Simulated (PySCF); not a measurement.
# r²SCAN beside CCSD(T) along the chalcogens: bonds to H

r²SCAN and CCSD(T) in PySCF with x2c-TZVPPall on every atom, spin-free X2C, for the lowest determinant that a PBE0 search found; no spin–orbit coupling.

| molecule | state (unpaired electrons) | r²SCAN Re (Å) | r²SCAN ωe (cm⁻¹) | r²SCAN De (eV) | CCSD(T) Re (Å) | CCSD(T) ωe (cm⁻¹) | CCSD(T) De (eV) |
| --- | --- | --- | --- | --- | --- | --- | --- |
| OH | doublet (π ↑) | 0.973 | 3714 | 4.68 | ? | ? | ? |
| SH | doublet (π ↑) | 1.345 | 2684 | 3.83 | 1.341 | 2700 | 3.67 |
| SeH | doublet (π ↑) | 1.467 | 2415 | 3.41 | 1.464 | 2418 | 3.30 |
| TeH | doublet (π ↑) | 1.662 | 2134 | 2.94 | 1.652 | 2148 | 2.91 |

(1) Estimate the CCSD(T) values of OH by adding the mean shift from r²SCAN to CCSD(T) of the other rows, and compare with the calculation.

(2) What are the mean differences of r²SCAN from CCSD(T) over the whole series?

In a basis of this size CCSD(T) is itself not converged; it tends to give bonds that are too long and too weak.

Correlated steps freeze the inner cores (1 to 18 orbitals); shallow outer-core shells are correlated. Spin–orbit coupling is left out, which matters for elements this heavy, above all for dissociation energies. States were picked by a PBE0 search and need not be the measured ground states.

Answers

(1) The mean shifts are -0.6 pm, +11 cm⁻¹ and -0.10 eV, which give 0.967 Å, 3725 cm⁻¹ and 4.58 eV. CCSD(T)/x2c-TZVPPall gives Re = 0.971 Å, ωe = 3741 cm⁻¹, De = 4.48 eV.

(2) Re +0.5 pm, ωe -15 cm⁻¹, De +0.12 eV.
